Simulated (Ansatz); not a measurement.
Reaction (redistribution): `C[S][AlH][OH]` + `FB[O][InH2]` → `C[S][AlH][O][InH2]` + `OBF`

Computed with Ansatz on PBE0-D4/def2-TZVP structures; ΔE is electronic, products minus reactants. CCSD(T)/CBS adds triple-zeta CCSD(T) − MP2 to the extrapolated MP2 energy (def2 sets, frozen cores). This one scheme is used for every species. Functionals use def2-TZVPP. B3LYP here is the variant with VWN-RPA as its local correlation; programs differ in this. HSE06 is defined as in plane-wave codes. Elements past krypton have def2 core potentials. For In outer-core shells are correlated without core-valence functions, which leaves a few kJ/mol of doubt a bond. One conformer a species, not always the lowest.

`C[S][AlH][OH]`:

```xyz
9

C     1.095    0.686   -1.218
S     0.557    0.962    0.503
Al   -0.863   -0.665    0.730
O    -1.693   -0.897    2.185
H     0.605   -0.181   -1.662
H     0.855    1.570   -1.807
H     2.172    0.528   -1.226
H    -1.134   -1.651   -0.468
H    -1.594   -0.352    2.963
```

`FB[O][InH2]`:

```xyz
7

F     1.186    0.903   -0.371
B     0.826    0.594    0.931
O    -0.213   -0.192    1.082
In   -0.922   -0.670   -0.798
H     1.502    1.077    1.789
H    -0.235   -2.125   -1.354
H    -2.145    0.412   -1.279
```

`C[S][AlH][O][InH2]`:

Cartesian coordinates in Å:
```
C -1.689 0.265 1.459
S -2.420 -0.440 -0.055
Al -0.678 -0.648 -1.345
O 0.830 -0.181 -0.794
In 2.752 0.248 -0.636
H -0.610 0.374 1.360
H -1.910 -0.396 2.296
H -2.135 1.241 1.646
H -0.905 -1.250 -2.788
H 3.135 1.781 -1.285
H 3.630 -0.993 0.143
```

`OBF`:

Cartesian coordinates in Å:
```
O 0.203 -0.723 0.666
B -0.109 0.039 -0.396
F -0.118 1.367 -0.290
H 0.405 -0.213 1.458
H -0.380 -0.470 -1.439
```

| level | ΔE (kJ/mol) | difference from CCSD(T)/CBS |
| --- | --- | --- |
| LDA (SPW92) | 9.5 | 1.8 |
| PBE-D4 | 8.0 | 0.3 |
| revPBE-D4 | 7.7 | 0.0 |
| BLYP-D4 | 4.5 | -3.2 |
| r2SCAN-D4 | 9.7 | 2.0 |
| B97M-V | 6.9 | -0.8 |
| B3LYP-D4 | 4.0 | -3.7 |
| r2SCANh-D4 | 8.9 | 1.2 |
| r2SCAN0-D4 | 7.8 | 0.1 |
| HSE06-D4 | 6.4 | -1.3 |
| BHLYP-D4 | 2.2 | -5.5 |
| CAM-B3LYP-D4 | 4.1 | -3.6 |
| ωB97X-V | 8.2 | 0.5 |
| ωB97M-V | 9.5 | 1.8 |
| B2PLYP | 4.9 | -2.8 |
| PBE-QIDH | 6.2 | -1.5 |
| PBE | 9.1 | 1.4 |
| revPBE | 8.2 | 0.5 |
| r2SCAN | 10.4 | 2.7 |
| PBE0 | 7.8 | 0.1 |
| B3LYP | 5.6 | -2.1 |
| r2SCANh | 9.7 | 2.0 |
| r2SCAN0 | 8.7 | 1.0 |
| HSE06 | 7.7 | 0.0 |
| BHLYP | 4.3 | -3.4 |
| CAM-B3LYP | 5.7 | -2.0 |
| LC-ωPBE | 8.4 | 0.7 |
| RPA@PBE/def2-TZVPP | 7.1 | -0.6 |
| MP2/def2-SVP | -1.0 | -8.7 |
| CCSD/def2-SVP | -1.3 | -9.0 |
| CCSD(T)/def2-SVP | -1.0 | -8.7 |
| HF/def2-TZVPP | -0.4 | -8.1 |
| MP2/def2-TZVPP | 5.4 | -2.3 |
| CCSD/def2-TZVPP | 5.4 | -2.3 |
| CCSD(T)/def2-TZVPP | 6.2 | -1.5 |
| HF/def2-QZVPP | -0.3 | -8.0 |
| MP2/def2-QZVPP | 6.3 | -1.4 |
| SCS-MP2/def2-QZVPP | 5.6 | -2.1 |
| HF/CBS(def2) | -0.2 | -7.9 |
| MP2/CBS(def2) | 6.9 | -0.8 |
| CCSD(T)/CBS | 7.7 | 0 |

Largest T1 diagnostic among the species: 0.016.

Leaving LDA and LC-ωPBE aside and taking each functional with its dispersion term where it has one, the values spread over 7.5 kJ/mol, from BHLYP-D4 to r2SCAN-D4. In def2-TZVPP, CCSD(T) changes the Hartree–Fock value by +6.6 kJ/mol (the triples alone add +0.8 kJ/mol) and MP2 by +5.8 kJ/mol.
